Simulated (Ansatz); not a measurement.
Energy needed to pull apart CH$_{4}$SeSi (SMILES [SiH3]C=[Se]), singlet, into free ground-state atoms, from the structure below (displaced at random from a GFN2-xTB minimum); no zero-point or spin–orbit terms; open-shell atoms are treated unrestricted, in their ground-state multiplicity.

```tsv
atom	x (Å)	y (Å)	z (Å)
Si1	-0.6323	0.5594	-0.2097
C2	0.8015	-0.6621	0.0949
Se3	1.6769	-0.9227	1.5791
H4	-1.8224	-0.2738	-0.4575
H5	-0.2276	1.4031	-1.2970
H6	-0.8950	1.3227	1.0328
H7	1.1467	-1.3053	-0.7269
```

Ansatz 0.2.0; basis: def2-TZVPP; cores frozen in the correlated methods. Filled d shells of the heavier atoms are correlated. The def2 sets are not built for correlating such inner shells, so the correlated values are less sure here.

```json
{"method": "SPW92", "atomization energy (eV)": "25.29"}
{"method": "PBE-D4", "atomization energy (eV)": "22.51"}
{"method": "r2SCAN-D4", "atomization energy (eV)": "?"}
{"method": "PBE0-D4", "atomization energy (eV)": "22.14"}
{"method": "wB97X-V", "atomization energy (eV)": "22.35"}
{"method": "wB97M-V", "atomization energy (eV)": "?"}
{"method": "HF", "atomization energy (eV)": "15.86"}
{"method": "MP2", "atomization energy (eV)": "21.89"}
{"method": "CCSD", "atomization energy (eV)": "21.37"}
{"method": "CCSD(T)", "atomization energy (eV)": "21.78"}
```

Question: What does wB97M-V give? (Judge from chemistry; the value comes from the calculation.)

Answer: The calculation gives: 22.22 eV, which is about 0.43 eV more than CCSD(T)/def2-TZVPP.

Question: What does r2SCAN-D4 give? (Judge from chemistry; the value comes from the calculation.)

Answer: The calculation gives: 22.30 eV, which is about 0.52 eV more than CCSD(T)/def2-TZVPP.

In triple zeta the MP2 and coupled-cluster atomization energies are still short of their basis limit by a few kcal/mol a bond, whereas those of the functionals are nearly converged, so these differences are not deviations from converged CCSD(T).

T1 diagnostic: at most 0.015. The restricted Hartree–Fock reference is unstable towards an unrestricted one here.

For scale, one of the runs: CCSD(T)/def2-TZVPP forces, 177 basis functions (an equivalent command: `ansatz run in.yaml --threads 4`). Time: 2.9 min of wall clock on 4 CPU threads; the host was shared. Peak host memory: 2.9 GiB.
